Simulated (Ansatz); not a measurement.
Z-matrix (Å, degrees):
```
C
O 1 1.396
S 1 1.849 2 106.8
N 1 1.423 2 110.4 3 123.4
H 1 1.096 2 111.5 3 -116.0
H 2 0.965 1 106.5 3 -171.5
Si 3 2.135 1 99.0 2 -46.4
H 4 1.013 1 111.2 2 -69.5
H 4 1.011 1 112.0 2 168.0
H 7 1.482 3 113.4 1 77.3
H 7 1.486 3 105.3 1 -163.5
H 7 1.486 3 109.6 1 -45.6
```

The species carries charge 0 and has multiplicity 1.

Question: List the PBE0/def2-TZVPP orbital energies in eV (Ansatz). (Best estimate.)

Answer: Ansatz gave: Occupied: -2421.99, -1802.77, -523.17, -391.60, -281.42, -217.36, -161.19, -161.11, -161.00, -145.07, -99.75, -99.71, -99.69, -29.65, -25.36, -20.86, -17.69, -15.58, -14.79, -14.51, -12.77, -12.24, -10.38, -9.85, -9.75, -9.13, -8.57, -7.68, -7.02. Lowest empty: 0.19, 0.73, 1.13, 1.49, 1.61, 1.85, 2.36, 2.53.
